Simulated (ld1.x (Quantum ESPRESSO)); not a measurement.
Building the ultrasoft potential for iridium (Ir) (PBEsol, scalar-relativistic).

The input file (ld1.x (Quantum ESPRESSO) 7.5):

```
&input
   title='Ir', zed=77., rel=1, dft='PBESOL', iswitch=3,
   config='[Xe] 4f14 5d7 6s1.75 6p0.25',
   nld=3, rlderiv=3.50, eminld=-3.0, emaxld=5.0, deld=0.02
 /
 &inputp
   pseudotype=3, tm=.true., lloc=-1, rcloc=1.90,
   nlcc=.true., rcore=1.55,
   file_pseudopw='Ir.UPF', file_wfcaegen='ae.wfc', file_wfcncgen='nc.wfc', file_beta='beta', file_chi='chi', file_wfcusgen='us.wfc'
 /
6
6S  1  0   1.75   0.00  2.05  2.50  0.0
6S  1  0   0.00   0.30  2.05  2.50  0.0
6P  2  1   0.25   0.00  2.50  3.20  0.0
6P  2  1   0.00   1.00  2.50  3.20  0.0
5D  3  2   7.00   0.00  1.45  1.75  0.0
5D  3  2   0.00   0.85  1.45  1.75  0.0
 &test
   configts(1)='5d7 6s1.75 6p0.25'
 /
```

Command:

```bash
ld1.x < Ir.in > Ir.out
```

Resulting log (shortened: banner, matrices, multipoles, cross overlaps and the repeated all-electron block are left out):

```
Program LD1 v.7.5
     --------------------------- All-electron run ----------------------------

     Ir
     scalar relativistic calculation

     atomic number is 77.00
     dft =PBESOL   lsd =0 sic =0 latt =0  beta=0.20 tr2=1.0E-14
     Exchange-correlation= PBESOL
                           (   1   4  10   8   0   0   0)
     mesh =1277 r(mesh) = 100.10249 a.u. xmin = -7.00 dx = 0.01250
     1 Ry =  13.60569312 eV, c = 137.03599908

     n l     nl                  e(Ry)          e(Ha)          e(eV)
     1 0     1S 1( 2.00)     -5594.1225     -2797.0613    -76111.9145
     2 0     2S 1( 2.00)      -978.6478      -489.3239    -13315.1818
     2 1     2P 1( 6.00)      -850.2081      -425.1041    -11567.6708
     3 0     3S 1( 2.00)      -228.9123      -114.4561     -3114.5103
     3 1     3P 1( 6.00)      -191.3648       -95.6824     -2603.6508
     4 0     4S 1( 2.00)       -48.8389       -24.4195      -664.4873
     4 1     4P 1( 6.00)       -36.5254       -18.2627      -496.9530
     3 2     3D 1(10.00)      -150.0462       -75.0231     -2041.4827
     5 0     5S 1( 2.00)        -7.2431        -3.6216       -98.5479
     5 1     5P 1( 6.00)        -4.0596        -2.0298       -55.2337
     4 2     4D 1(10.00)       -21.4127       -10.7063      -291.3340
     4 3     4F 1(14.00)        -4.6119        -2.3060       -62.7482
     5 2     5D 1( 7.00)        -0.5628        -0.2814        -7.6570
     6 0     6S 1( 1.75)        -0.4950        -0.2475        -6.7351
     6 1     6P 1( 0.25)        -0.1061        -0.0531        -1.4442

     final scf error:  5.5E-15 reached in  27 iterations

     Etot =  -35644.913815 Ry,  -17822.456907 Ha, -484973.758761 eV

     Ekin =   39636.182602 Ry,   19818.091301 Ha,  539277.737054 eV
     Encl =  -88467.925938 Ry,  -44233.962969 Ha,-1203667.451543 eV
     Eh   =   13868.781981 Ry,    6934.390991 Ha,  188694.391625 eV
     Exc  =    -681.952460 Ry,    -340.976230 Ha,   -9278.435898 eV

     normalization and overlap integrals

     s(1S/1S) =  1.000000  <r> =   0.0174  <r2> =    0.0004  r(max) =   0.0108
     s(2S/2S) =  1.000000  <r> =   0.0736  <r2> =    0.0064  r(max) =   0.0620
     s(2P/2P) =  1.000000  <r> =   0.0662  <r2> =    0.0054  r(max) =   0.0514
     s(3S/3S) =  1.000000  <r> =   0.1905  <r2> =    0.0415  r(max) =   0.1749
     s(3P/3P) =  1.000000  <r> =   0.1914  <r2> =    0.0425  r(max) =   0.1749
     s(4S/4S) =  1.000000  <r> =   0.4234  <r2> =    0.2023  r(max) =   0.3990
     s(4P/4P) =  1.000000  <r> =   0.4507  <r2> =    0.2309  r(max) =   0.4195
     s(3D/3D) =  1.000000  <r> =   0.1733  <r2> =    0.0352  r(max) =   0.1414
     s(5S/5S) =  1.000000  <r> =   0.9774  <r2> =    1.0724  r(max) =   0.8880
     s(5P/5P) =  1.000000  <r> =   1.1335  <r2> =    1.4551  r(max) =   1.0062
     s(4D/4D) =  1.000000  <r> =   0.4785  <r2> =    0.2649  r(max) =   0.4247
     s(4F/4F) =  1.000000  <r> =   0.5353  <r2> =    0.3511  r(max) =   0.3940
     s(5D/5D) =  1.000000  <r> =   1.7129  <r2> =    3.5301  r(max) =   1.3083
     s(6S/6S) =  1.000000  <r> =   2.8659  <r2> =    9.4052  r(max) =   2.3838
     s(6P/6P) =  1.000000  <r> =   4.5581  <r2> =   24.8990  r(max) =   3.4253

     ------------------------ End of All-electron run ------------------------

     --------------------- Generating US pseudopotential ---------------------

      Generating local potential from pseudized AE potential:
      Matching radius rcloc =   1.9000

      Local pseudo, rcloc= 1.880 Estimated cut-off energy=     7.15 Ry

      Computing core charge for nlcc:

       r > 1.56 : true rho core
       r < 1.56 : rho core = a sin(br)/r    a=   5.02  b=   1.73

      Integrated core pseudo-charge :   5.76

      Wfc   6S  rcut= 2.026  Using Troullier-Martins method
      Wfc-us  6S rcutus= 2.475  Estimated cut-off energy=     7.35 Ry

      Wfc   6S  rcut= 2.026  Using Troullier-Martins method
      Wfc-us  6S rcutus= 2.475  Estimated cut-off energy=     8.68 Ry

      Wfc   6P  rcut= 2.475  Using Troullier-Martins method
      Wfc-us  6P rcutus= 3.178  Estimated cut-off energy=     7.32 Ry

      Wfc   6P  rcut= 2.475  Using Troullier-Martins method
      Wfc-us  6P rcutus= 3.178  Estimated cut-off energy=     9.88 Ry

      Wfc   5D  rcut= 1.464  Using Troullier-Martins method
      Wfc-us  5D rcutus= 1.744  Estimated cut-off energy=    37.71 Ry

      Wfc   5D  rcut= 1.464  Using Troullier-Martins method
      Wfc-us  5D rcutus= 1.744  Estimated cut-off energy=    43.84 Ry

     ------------------- End of pseudopotential generation -------------------

     Computing logarithmic derivative in   3.49022
     Computing logarithmic derivative in   3.49022
     Computing the partial wave expansion
     R is outside the sphere for l=    0 j= 0.00
     R is outside the sphere for l=    0 j= 0.00
     R is outside the sphere for l=    1 j= 0.00
     R is outside the sphere for l=    1 j= 0.00
     R is outside the sphere for l=    2 j= 0.00
     R is outside the sphere for l=    2 j= 0.00

     ---------------------- Testing the pseudopotential ----------------------

     Ir
     scalar relativistic calculation

     atomic number is 77.00   valence charge is  9.00
     dft =PBESOL   lsd =0 sic =0 latt =0  beta=0.20 tr2=1.0E-14
     mesh =1277 r(mesh) = 100.10249 xmin = -7.00 dx = 0.01250

     n l     nl             e AE (Ry)        e PS (Ry)    De AE-PS (Ry)
     3 2     5D   1( 7.00)       -0.56278       -0.56278        0.00000
     1 0     6S   1( 1.75)       -0.49502       -0.49502        0.00000
     2 1     6P   1( 0.25)       -0.10615       -0.10615        0.00000

     eps = 7.8E-16  iter =  4

     Etot =  -35644.913815 Ry,  -17822.456907 Ha, -484973.758761 eV
     Etotps =   -46.985481 Ry,     -23.492740 Ha,    -639.270031 eV

     Ekin =      30.013560 Ry,      15.006780 Ha,     408.355289 eV
     Encl =     -97.116381 Ry,     -48.558191 Ha,   -1321.335677 eV
     Ehrt =      37.173594 Ry,      18.586797 Ha,     505.772518 eV
     Ecxc =     -15.536819 Ry,      -7.768409 Ha,    -211.389187 eV
     (Ecc =      -6.252800 Ry,      -3.126400 Ha,     -85.073674 eV)
     Epseu=      -1.519436 Ry,      -0.759718 Ha,     -20.672974 eV

     ---------------------- End of pseudopotential test ----------------------
```

Note: ghost state, extra bound levels that the all-electron valence spectrum of the same l lacks: s at -40.2 eV. A true bound ghost makes a file unfit for plane-wave use.

Generation and configuration tests took about 3.8 s on one core of a shared server CPU.
